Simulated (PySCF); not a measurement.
A TDDFT job was run through a driver script with this input:

```
{"job": {"kind": "uv", "xc": "B3LYP", "basis": "def2-SVPD", "ip": true}, "charge": 0, "multiplicity": 1}
C     -2.353305    -0.680549     0.506140
C     -1.417525     0.114949    -0.403359
C     -2.015049     1.484984    -0.707433
C     -0.002824     0.240682     0.174108
C      0.707790    -1.092126     0.485292
C      2.202325    -0.886570     0.778897
C      2.887310    -0.079261    -0.340128
Al     1.441568     1.163469    -0.817271
H     -2.449157    -0.187031     1.488416
H     -1.985922    -1.702655     0.681002
H     -3.363083    -0.759976     0.072566
H     -1.344471    -0.439252    -1.359982
H     -2.098250     2.085591     0.214283
H     -3.025019     1.400454    -1.138452
H     -1.393615     2.055096    -1.416803
H     -0.085889     0.802351     1.133007
H      0.235415    -1.626489     1.328295
H      0.607412    -1.763542    -0.390163
H      2.294120    -0.335772     1.733362
H      2.689436    -1.862677     0.948939
H      3.090056    -0.734924    -1.210184
H      3.863742     0.331701    -0.039847
H      1.456228     2.483439    -1.712142
```

The program printed:

```
coarse grid: 18528 points
cycle   1  E = -517.7544474538  dE =  4.467e-01  |g| = 6.285e-01  |ddm| = 8.122e+00
cycle   2  E = -517.6457155141  dE =  1.087e-01  |g| = 8.821e-01  |ddm| = 2.671e+00
cycle   3  E = -517.8676318919  dE = -2.219e-01  |g| = 7.565e-02  |ddm| = 1.549e+00
cycle   4  E = -517.8689713308  dE = -1.339e-03  |g| = 3.639e-02  |ddm| = 2.410e-01
cycle   5  E = -517.8692959536  dE = -3.246e-04  |g| = 8.474e-03  |ddm| = 7.673e-02
cycle   6  E = -517.8693142117  dE = -1.826e-05  |g| = 2.260e-03  |ddm| = 2.312e-02
cycle   7  E = -517.8693154933  dE = -1.282e-06  |g| = 4.364e-04  |ddm| = 4.733e-03
final grid: 170928 points
cycle   8  E = -517.9626259041  dE = -7.521e-05  |g| = 6.475e-03  |ddm| = 2.793e-01
cycle   9  E = -517.9626162680  dE =  9.636e-06  |g| = 8.711e-03  |ddm| = 3.251e-02
cycle  10  E = -517.9626373429  dE = -2.107e-05  |g| = 6.298e-04  |ddm| = 1.555e-02
cycle  11  E = -517.9626374333  dE = -9.032e-08  |g| = 2.614e-04  |ddm| = 1.832e-03
cycle  12  E = -517.9626374500  dE = -1.678e-08  |g| = 5.049e-05  |ddm| = 6.140e-04
cycle  13  E = -517.9626374506  dE = -5.966e-10  |g| = 1.669e-05  |ddm| = 1.589e-04
converged SCF energy = -517.9626374506

Static polarisability (au): isotropic 111.197, principal 90.754 118.472 124.364

Singlet excitations
state   eV       nm        f      main configurations
  1   4.1515    298.6   0.00019   H->L 0.99
  2   4.9801    249.0   0.00034   H-1->L 0.99
  3   5.7466    215.8   0.01856   H->L+1 0.98
  4   6.3075    196.6   0.03024   H->L+2 0.96
  5   6.3846    194.2   0.00845   H-2->L 0.98
  6   6.4619    191.9   0.00032   H-3->L 0.93
  7   6.5363    189.7   0.01444   H->L+3 0.85
  8   6.6438    186.6   0.00405   H-1->L+1 0.91
  9   6.7592    183.4   0.00771   H->L+5 0.41, H->L+4 0.38, H-4->L 0.13
 10   6.7647    183.3   0.00310   H-4->L 0.85

Triplet excitations (Tamm-Dancoff, eV): 3.9130 4.6631 5.4724 5.9535
Vertical ionisation energy (delta-SCF) = 8.4451 eV
Vertical electron affinity (delta-SCF) = -0.3569 eV
```

Level of theory: TDDFT B3LYP/def2-SVPD, vertical, gas phase, core orbitals frozen in the response (PySCF 2.14.0, density-fitted response routines). The structure is a single PBE0-D3(BJ)/def2-SVP conformer in the gas phase; no vibrational or solvent corrections.

What transition dipole goes with state 4?

|μ|² = 3f / (2ΔE) = 3 × 0.0302 / (2 × 0.2318) ≈ 0.196 au, so |μ| = 1.12 D.

How many basis functions and electrons does this run hold?

284 basis functions for 70 electrons in 35 doubly occupied orbitals.

How much of the mean polarisability do the listed states account for?

The sum over states Σ f/ΔE² (ΔE in hartree) gives 1.65 au, 1% of the total; the rest comes from higher roots of the same response equations.

What is the polarisability anisotropy, √(½[(α1 − α2)² + (α2 − α3)² + (α3 − α1)²])?

31.09 au.

What is the gap between the lowest singlet and the lowest triplet?

4.1515 − 3.9130 = 0.2385 eV (full response against Tamm–Dancoff).

Write the structure that the coordinates describe.

`CC(C)[C@H]1CC[CH2][AlH]1` (C7H15Al), point group C1.

The SCF starts on a coarse grid; the energy jumps when the final grid takes over, and dE counts afresh there. H and L stand for HOMO and LUMO.
